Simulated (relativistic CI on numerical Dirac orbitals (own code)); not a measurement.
**Energy levels of Sn**

Calculated at this level of theory: Dirac-Coulomb-Breit CI, KLI orbitals optimised for each configuration, a model potential for QED, valence Slater integrals scaled by 0.85, configuration energies shifted to the measured levels that pair with them (semi-empirical) (own radial code, finite nucleus).

Configurations in the expansion (outside the closed core [Kr] 4d10): 5s²5p², 5s²5p6s, 5s5p³, 5s²5p6p, 5s²5p5d, 5s²5p7s, 5s²5p7p, 5s²5p6d, 5s²5p4f, 5s²5d², 5s²5p7d, 5s²5p5f, 5s²5p5g, 5s²5p6f, 5s²5p7f, 5p⁴, 5s5p²5d. Levels of other configurations are missing.

```
No.  Configuration  Term  J  E (cm⁻¹)   %  Landé g  jj configuration (%)
 41       5s²5p7p‡    ³P  0   52119.4  77               5p1/2 7p1/2 (89)
 42       5s²5p6d‡   ³F°  3   52612.8  41    1.147      5p1/2 6d5/2 (67)
 43       5s²5p7s‡   ³P°  2   52977.2  98    1.496         5p3/2 7s (98)
 44       5s²5p7s‡   ¹P°  1   53540.8  50    1.012         5p3/2 7s (68)
 45       5s²5p4f‡    ³G  3   53833.6  72    0.828     5p1/2 4f5/2 (100)
 46       5s²5p4f‡    ³D  3   53837.0  51    1.195     5p1/2 4f7/2 (100)
 47       5s²5p4f‡    ³G  4   53837.8  41    1.088     5p1/2 4f7/2 (100)
 48       5s²5p4f‡    ³F  2   53843.8  48    0.875     5p1/2 4f5/2 (100)
 49       5s²5p7d‡   ³D°  1   54791.7  45    0.804      5p1/2 7d3/2 (74)
 50       5s²5p7d‡   ³D°  2   54827.0  37    1.224      5p1/2 7d5/2 (70)
 51       5s²5p7d‡   ³D°  3   54905.9  24    1.183      5p1/2 7d5/2 (56)
 52       5s²5p7d‡   ³F°  2   55087.4  55    0.847      5p1/2 7d3/2 (87)
 53       5s²5p6d‡   ³F°  3   55576.6  31    1.168      5p3/2 6d3/2 (40)
 54       5s²5p6d‡   ¹D°  2   55580.0  29    0.968      5p3/2 6d3/2 (67)
 55       5s²5p7p‡    ¹P  1   55669.9  57    1.049      5p3/2 7p3/2 (53)
 56       5s²5p7p‡    ³D  3   55785.0  99    1.333      5p3/2 7p3/2 (99)
 57       5s²5p7p‡    ³P  2   55826.6  58    1.350      5p3/2 7p1/2 (76)
 58       5s²5p7p‡    ³S  1   55983.2  69    1.813      5p3/2 7p1/2 (54)
 59       5s²5p6d‡   ³P°  2   56025.5  47    1.309      5p3/2 6d5/2 (83)
 60       5s²5p6d‡   ³F°  4   56040.2  96    1.250      5p3/2 6d5/2 (96)
 61       5s²5p6d‡   ³P°  1   56116.9  74    1.332      5p3/2 6d3/2 (71)
 62       5s²5p7p‡    ¹D  2   56176.6  64    1.136      5p3/2 7p3/2 (75)
 63       5s²5p6d‡   ³P°  0   56209.2  93               5p3/2 6d3/2 (93)
 64       5s²5p5f‡    ³G  3   56514.4  73    0.825     5p1/2 5f5/2 (100)
 65       5s²5p5g‡   ³H°  4   56517.8  73    0.860      5p1/2 5g7/2 (99)
 66       5s²5p5g‡   ³H°  5   56517.8  40    1.068     5p1/2 5g9/2 (100)
 67       5s²5p5f‡    ³G  4   56518.8  41    1.086     5p1/2 5f7/2 (100)
 68       5s²5p5g‡   ³G°  3   56518.9  42    0.915     5p1/2 5g7/2 (100)
 69       5s²5p5g‡   ³F°  4   56519.7  57    1.157      5p1/2 5g9/2 (98)
 70       5s²5p5f‡    ³D  3   56520.0  53    1.202      5p1/2 5f7/2 (99)
```

Energies count from the lowest computed level; ° marks odd parity. Filled j subshells are mostly left out of the jj labels. ‡ marks configurations that were not tied to measured data.

The mean weight of the leading LS term, summed over parents, in these 30 levels is 58 %, and that of the leading jj configuration (from the same eigenvectors) 84 %, so jj coupling describes them better and the LS labels are nominal.

Configurations whose levels could be paired with our table of measured levels were shifted onto them, all but the ground configuration, by the median error of their levels; single terms can still be off by 1,000 to 2,000 cm⁻¹ or more, and rates follow the energies as ν³ (E1, M1) or ν⁵ (E2). The others borrow a shift and can be off by several thousand cm⁻¹ or more. The fine structure of a lone outer electron comes out too small, for d and f at times inverted, and misplaced configurations move strength between like terms. 23 of the 31 excited levels that our extract of the measured tables holds in this range could be paired (the sources list more); they are missed by 165 cm⁻¹ on average and 1610 at most, after the shifts were fitted to these levels, and levels without a partner can miss by more.

LS names give the leading component of a level, which can be under half, so a name can repeat, a term be missing and a line seem to break the LS rules.
